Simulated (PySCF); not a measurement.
C7H10F2.
Atom-mapped SMILES: `[F:1][C@@H:2]1[CH2:3][CH:4]=[CH:5][C@H:6]([F:7])[CH2:8][CH2:9]1` (hydrogens: H10 on C2; H11, H12 on C3; H13 on C4; H14 on C5; H15 on C6; H16, H17 on C8; H18, H19 on C9)

Computed by this run: PBE0-D3(BJ)/def2-SVP geometry optimisation, gas phase (PySCF); density fitting, grid level 1; the optimiser is geomeTRIC in internal coordinates, started from a GFN2-xTB structure.

Step 0: E = -12832.3075 eV
```
atom  x, y, z in Å  |  force x, y, z in eV/Å
F1     -2.5796   -0.8610    0.7378    0.012  -0.024  -0.078
C2     -1.2832   -0.3977    0.5695   -0.525  -0.215  -0.420
C3     -1.3412    0.9255   -0.1902    0.405  -0.292   0.469
C4     -0.1141    1.7658   -0.0069   -0.696  -0.081  -0.164
C5      1.1183    1.3434    0.2268    0.425  -0.569   0.070
C6      1.5835   -0.0819    0.2896    0.336  -0.159  -0.413
F7      2.9353   -0.0981   -0.0255   -0.032   0.102  -0.106
C8      0.8488   -0.9995   -0.6872   -0.146   0.067   0.683
C9     -0.4855   -1.4929   -0.1343    0.184   0.665   0.149
H10    -0.9079   -0.2194    1.5855    0.245   0.110   0.115
H11    -1.5163    0.7349   -1.2535   -0.164  -0.048  -0.341
H12    -2.2062    1.4807    0.1812   -0.249   0.071   0.068
H13    -0.2865    2.8319   -0.0652    0.027   0.513  -0.005
H14     1.9167    2.0611    0.3528    0.356   0.353   0.117
H15     1.5318   -0.4787    1.3148   -0.163  -0.083   0.195
H16     1.4904   -1.8573   -0.8968    0.224  -0.171  -0.056
H17     0.7027   -0.4584   -1.6234    0.015   0.144  -0.299
H18    -1.0943   -1.8796   -0.9544   -0.254  -0.107  -0.166
H19    -0.3224   -2.3095    0.5718    0.001  -0.277   0.182
```

Question: Estimate the geometry and energy of step 1. (The exact step hangs on the optimiser's Hessian estimate; all steps are aligned on step 0, rigid shifts and turns removed.)

Answer: E = -12832.3660 eV, largest force 0.132 eV/Å
```
atom  x, y, z in Å  |  force x, y, z in eV/Å
F1     -2.6190   -0.8722    0.6616    0.004   0.009  -0.011
C2     -1.3271   -0.3981    0.5467    0.103   0.029   0.077
C3     -1.3514    0.9298   -0.1912   -0.104  -0.007  -0.074
C4     -0.1205    1.7622    0.0102    0.027   0.051   0.013
C5      1.1252    1.3338    0.2415    0.085   0.030  -0.009
C6      1.6290   -0.0815    0.2586   -0.076   0.020   0.042
F7      2.9480   -0.0484   -0.1607   -0.042  -0.033   0.004
C8      0.8576   -1.0194   -0.6544    0.078   0.037  -0.088
C9     -0.4887   -1.4800   -0.1117   -0.059  -0.100   0.001
H10    -0.9585   -0.2064    1.5732   -0.056  -0.013  -0.040
H11    -1.5430    0.7593   -1.2686   -0.004   0.014   0.047
H12    -2.2267    1.4868    0.1814    0.032  -0.020  -0.010
H13    -0.2747    2.8475   -0.0086    0.001  -0.043   0.014
H14     1.9165    2.0738    0.4115   -0.043  -0.029   0.002
H15     1.6351   -0.4794    1.2940    0.046   0.014  -0.030
H16     1.4982   -1.8960   -0.8388   -0.027   0.028   0.006
H17     0.7332   -0.5098   -1.6252    0.015  -0.035   0.043
H18    -1.0922   -1.8915   -0.9390    0.037   0.016   0.041
H19    -0.3509   -2.3012    0.6119   -0.019   0.033  -0.026
```

The energy changes by -0.0585 eV. The first-order estimate −F·Δx gives -0.1242 eV and the mean of the old and new forces, exact on a quadratic surface, -0.0585 eV. The step makes an angle of 78° with the force vector and moves no atom by more than 0.145 Å.

The cost below is that of the whole optimisation. On one thread, Arm Neoverse N1 (aarch64), shared host with 64 logical CPUs at a one-minute load of 16, this took 1.9 min of wall time and 0.83 GiB of memory at its peak.
